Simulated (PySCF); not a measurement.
H₃NSZn (SMILES [NH2][Zn][SH]), singlet, at a GFN2-xTB geometry (such geometries of metal compounds can be far from the true shape); SA2-CASSCF(4,5)/STO-3G run with PySCF.

Input for PySCF:
```python
from pyscf import gto, scf, mcscf
import numpy

mol = gto.M(
    atom='''
Zn   -0.14342100    0.08704527   -0.39540710
N    -0.17542250    1.67194577   -1.34182713
H    -1.08555098    2.05340967   -1.56452657
H     0.35542999    1.70548826   -2.20225498
S     0.39242541   -0.99210269    1.49202678
H    -0.01809800   -2.20023359    1.14935591
''',
    basis='sto-3g',
    verbose=4,
)

mf = scf.RHF(mol)
mf.kernel()
mc = mcscf.CASSCF(mf, 5, 4)
mc.fix_spin_(ss=0.0)
mc = mc.state_average_([0.5, 0.5])
mc.kernel()
```

It wrote (shortened):

```
PySCF version 2.14.0

[INPUT] verbose = 4
[INPUT] num. atoms = 6
[INPUT] num. electrons = 56
[INPUT] charge = 0
[INPUT] spin (= nelec alpha-beta = 2S) = 0
[INPUT] symmetry False subgroup None
[INPUT] Mole.unit = angstrom
[INPUT] Symbol           X                Y                Z      unit          X                Y                Z       unit  Magmom
[...]
nuclear repulsion = 226.053010216489
number of shells = 19
number of NR pGTOs = 105
number of NR cGTOs = 35
basis = sto-3g
ecp = {}

******** <class 'pyscf.scf.hf.RHF'> ********
method = RHF
initial guess = minao
damping factor = 0
level_shift factor = 0
DIIS = <class 'pyscf.scf.diis.CDIIS'>
diis_start_cycle = 1
diis_space = 8
diis_damp = 0
SCF conv_tol = 1e-09
SCF conv_tol_grad = None
SCF max_cycles = 50
direct_scf = True
direct_scf_tol = 1e-13
Set gradient conv threshold to 3.16228e-05
Initial guess from minao.
init E= -2203.56354933485
[...]
cycle= 1 E= -2205.51348644387  delta_E= -1.95  |g|= 0.691  |ddm|= 2.95
[...]
cycle= 2 E= -2205.8259212085  delta_E= -0.312  |g|= 0.631  |ddm|=  2.5
[...]
cycle= 3 E= -2205.91803982333  delta_E= -0.0921  |g|= 0.177  |ddm|= 0.689
[...]
cycle= 4 E= -2205.93429479067  delta_E= -0.0163  |g|= 0.0705  |ddm|= 0.381
[...]
cycle= 5 E= -2205.93830570487  delta_E= -0.00401  |g|= 0.0207  |ddm|= 0.238
[...]
cycle= 6 E= -2205.93905710466  delta_E= -0.000751  |g|= 0.00835  |ddm|= 0.128
[...]
cycle= 7 E= -2205.93918785151  delta_E= -0.000131  |g|= 0.00499  |ddm|= 0.0545
[...]
cycle= 8 E= -2205.93924435056  delta_E= -5.65e-05  |g|= 0.00379  |ddm|= 0.0326
[...]
cycle= 9 E= -2205.93928543899  delta_E= -4.11e-05  |g|= 0.00317  |ddm|= 0.0204
[...]
cycle= 10 E= -2205.93934204971  delta_E= -5.66e-05  |g|= 0.00204  |ddm|= 0.0346
[...]
cycle= 11 E= -2205.93937478423  delta_E= -3.27e-05  |g|= 0.000542  |ddm|= 0.0446
[...]
cycle= 12 E= -2205.93937563824  delta_E= -8.54e-07  |g|= 0.00018  |ddm|= 0.00671
[...]
cycle= 13 E= -2205.93937567399  delta_E= -3.58e-08  |g|= 0.000107  |ddm|= 0.000789
[...]
cycle= 14 E= -2205.93937569325  delta_E= -1.93e-08  |g|= 8.91e-05  |ddm|= 0.0004
[...]
cycle= 15 E= -2205.93937570914  delta_E= -1.59e-08  |g|= 8.3e-05  |ddm|= 0.000305
[...]
cycle= 16 E= -2205.93937575347  delta_E= -4.43e-08  |g|= 6.7e-05  |ddm|= 0.000953
[...]
cycle= 17 E= -2205.93937579788  delta_E= -4.44e-08  |g|= 4.54e-05  |ddm|= 0.00137
[...]
cycle= 18 E= -2205.93937581943  delta_E= -2.16e-08  |g|= 2.46e-05  |ddm|= 0.00118
[...]
cycle= 19 E= -2205.9393758244  delta_E= -4.96e-09  |g|= 8.07e-06  |ddm|= 0.000719
[...]
cycle= 20 E= -2205.93937582456  delta_E= -1.61e-10  |g|= 5.6e-06  |ddm|= 9.48e-05
[...]
Extra cycle  E= -2205.93937582459  delta_E= -3.55e-11  |g|= 4.98e-06  |ddm|= 1.37e-05
converged SCF energy = -2205.93937582459

******** <class 'pyscf.mcscf.addons.StateAverageCASSCF'> ********
CAS (2e+2e, 5o), ncore = 26, nvir = 4
max_cycle_macro = 50
max_cycle_micro = 4
conv_tol = 1e-07
conv_tol_grad = None
orbital rotation max_stepsize = 0.02
orbital rotation threshold for CI restart = 0.01
augmented hessian ah_max_cycle = 30
augmented hessian ah_conv_tol = 1e-12
augmented hessian ah_linear dependence = 1e-14
augmented hessian ah_level shift = 1e-08
augmented hessian ah_start_tol = 2.5
augmented hessian ah_start_cycle = 3
augmented hessian ah_grad_trust_region = 3
kf_trust_region = 3
kf_interval = 4
ci_response_space = 4
ci_grad_trust_region = 3
with_dep4 0
natorb = False
canonicalization = True
sorting_mo_energy = False
ao2mo_level = 2
internal_rotation = False
******** <class 'pyscf.mcscf.addons.StateAverageSpinPenaltyFCISolver'> ********
max. cycles = 50
conv_tol = 1e-08
davidson only = True
linear dependence = 1e-12
level shift = 0.001
max iter space = 12
nroots = 2
pspace_size = 400
spin = None
State-average over 2 states with weights [0.5, 0.5]
CASCI E = -2205.93739611757  S^2 = 0.0000000
Set conv_tol_grad to 0.000316228
macro iter   1 ( 21 JK    4 micro), CASSCF E = -2205.95597156365  dE = -1.85754461e-02  S^2 = 0.0000000
               |grad[o]|=0.134  |ddm|=0.132  |maxRot[o]|=0.311
macro iter   2 ( 21 JK    4 micro), CASSCF E = -2205.97516322934  dE = -1.91916657e-02  S^2 = 0.0000000
               |grad[o]|=0.124  |ddm|=0.0376  |maxRot[o]|=0.313
macro iter   3 ( 20 JK    4 micro), CASSCF E = -2205.98621197293  dE = -1.10487436e-02  S^2 = 0.0000000
               |grad[o]|=0.0822  |ddm|=0.0568  |maxRot[o]|=0.212
macro iter   4 ( 21 JK    4 micro), CASSCF E = -2205.98835254130  dE = -2.14056837e-03  S^2 = 0.0000000
               |grad[o]|=0.0194  |ddm|=0.0439  |maxRot[o]|=0.311
macro iter   5 ( 21 JK    4 micro), CASSCF E = -2205.99692142583  dE = -8.56888453e-03  S^2 = 0.0000000
               |grad[o]|=0.019  |ddm|=0.0915  |maxRot[o]|=0.314
macro iter   6 ( 21 JK    4 micro), CASSCF E = -2206.02096507580  dE = -2.40436500e-02  S^2 = 0.0000000
               |grad[o]|=0.0369  |ddm|=0.121  |maxRot[o]|=0.314
macro iter   7 ( 21 JK    4 micro), CASSCF E = -2206.05191942118  dE = -3.09543454e-02  S^2 = 0.0000000
               |grad[o]|=0.0774  |ddm|=0.0932  |maxRot[o]|=0.312
macro iter   8 ( 21 JK    4 micro), CASSCF E = -2206.06795464724  dE = -1.60352261e-02  S^2 = 0.0000000
               |grad[o]|=0.0898  |ddm|=0.815  |maxRot[o]|=0.194
macro iter   9 ( 13 JK    4 micro), CASSCF E = -2206.07043214145  dE = -2.47749422e-03  S^2 = 0.0000000
               |grad[o]|=0.0544  |ddm|=0.465  |maxRot[o]|=0.104
macro iter  10 ( 19 JK    4 micro), CASSCF E = -2206.07064361110  dE = -2.11469648e-04  S^2 = 0.0000000
               |grad[o]|=0.0126  |ddm|=0.051  |maxRot[o]|=0.0396
macro iter  11 ( 14 JK    4 micro), CASSCF E = -2206.07066401560  dE = -2.04044995e-05  S^2 = 0.0000000
               |grad[o]|=0.00408  |ddm|=0.00497  |maxRot[o]|=0.0388
macro iter  12 ( 16 JK    4 micro), CASSCF E = -2206.07066460529  dE = -5.89685442e-07  S^2 = 0.0000000
               |grad[o]|=0.000813  |ddm|=0.0177  |maxRot[o]|=0.0517
macro iter  13 ( 13 JK    3 micro), CASSCF E = -2206.07066708816  dE = -2.48286960e-06  S^2 = 0.0000000
               |grad[o]|=0.00147  |ddm|=0.000908  |maxRot[o]|=0.00272
macro iter  14 (  9 JK    2 micro), CASSCF E = -2206.07066714946  dE = -6.13049451e-08  S^2 = 0.0000000
               |grad[o]|=0.000186  |ddm|=0.000116  |maxRot[o]|=0.00217
1-step CASSCF converged in  14 macro (251 JK  53 micro) steps
CASSCF canonicalization
Density matrix diagonal elements [1.3879325  1.10336982 0.5024439  0.52540242 0.48085137]
CASSCF energy = -2206.07066714946
CASCI E = -2206.07066714946  E(CI) = -5.46997482752113  S^2 = 0.0000000
CASCI state-averaged energy = -2206.07066714946
CASCI energy for each state
  State 0 weight 0.5  E = -2206.09515443181 S^2 = 0.0000000
  State 1 weight 0.5  E = -2206.04617986711 S^2 = 0.0000000
```
